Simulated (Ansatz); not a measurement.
Reactions of F2H5NO2Si2 (`O[SiH](O)N[SiH](F)F`).

Program: Ansatz. Geometries: PBE0-D4/def2-TZVP. ΔE: electronic, gas phase. CBS: MP2 limit from def2 TZ/QZ plus the TZ coupled-cluster correction, frozen cores. This one scheme is used for every species, atoms too. Functionals use def2-TZVPP. Open shells (•) are unrestricted, without spin–orbit coupling. Spin–orbit coupling would lower the free atoms: a little for F, O, Si. For Ge, Se outer-core shells are correlated without core-valence functions, so the limit isn't a true one: a few kJ/mol of doubt a bond, and 10 to 20 or more in all where bonds break to atoms. Scalar relativity is left out up to krypton. Each species was taken in one conformer, which may not be the lowest.

| reaction | r2SCAN-D4 (kcal/mol) | CCSD/CBS(def2) (kcal/mol) |
| --- | --- | --- |
| `O[SiH](O)N[SiH](F)F` + `O[SiH2]S` → `O[SiH2]S[SiH](O)O` + `N[SiH](F)F` | -0.3 | 1.4 |
| `O[SiH](O)N[SiH](F)F` + `N[SiH2]F` → `O[SiH](O)N[SiH2]F` + `N[SiH](F)F` | 0.7 | 0.4 |
| `O[SiH](O)N[SiH](F)F` + `[SH][GeH3]` → `F[SiH](F)[S][GeH3]` + `N[SiH](O)O` | 2.9 | 3.8 |
| `O[SiH](O)N[SiH](F)F` + `[OH][GeH3]` → `O[SiH](O)[O][GeH3]` + `N[SiH](F)F` | -13.1 | -14.1 |
| `O[SiH](O)N[SiH](F)F` → 2 F• + 5 H• + N• + 2 O• + 2 Si• | 1155.5 | 1147.8 |
| `O[SiH](O)N[SiH](F)F` + `C=N` → `C=N[SiH](F)F` + `N[SiH](O)O` | 7.4 | 7.5 |
| `O[SiH](O)N[SiH](F)F` + CH₄ → `C[SiH](F)N[SiH](O)O` + H–F | 38.2 | 37.3 |
| `O[SiH](O)N[SiH](F)F` + `F[SiH2]C[SiH2]Cl` → `F[SiH2]C[SiH](F)F` + `O[SiH](O)N[SiH2]Cl` | 1.4 | 1.6 |
| `O[SiH](O)N[SiH](F)F` + `F[Si](F)(F)[SeH]` → `O[SiH](O)N[Si](F)(F)F` + `F[SiH](F)[SeH]` | -1.9 | -1.9 |
| `O[SiH](O)N[SiH](F)F` + H₂ → `O[SiH](O)N[SiH2]F` + H–F | 35.3 | 32.8 |

(1) Give the CCSD(T)/CBS values in the same order. (Estimate.)

Largest T1 diagnostic: 0.013, for `C=N[SiH](F)F`.

Results:

(1) The calculation gave: 0.5, 0.3, 3.1, -13.7, 1165.2, 7.6, 36.4, 1.3, -1.8, 32.8 kcal/mol.
